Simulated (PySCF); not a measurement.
A structure optimised at PBE-D3(BJ)/def2-SVP, used in a PySCF frequency run:

```xyz
4

Ga     0.0000     0.0000    -0.8157
H      0.0000     0.0000    -2.3777
Br     0.0000    -1.9503     0.3952
Br     0.0000     1.9503     0.3952
```

**Question.** Write its SMILES, formula and point group.

**Answer.** [Br][GaH][Br], Br2GaH, C2v

**Question.** What are its rotational constants (standard atomic weights)?

**Answer.** 6.5642, 0.83143, 0.73796 GHz
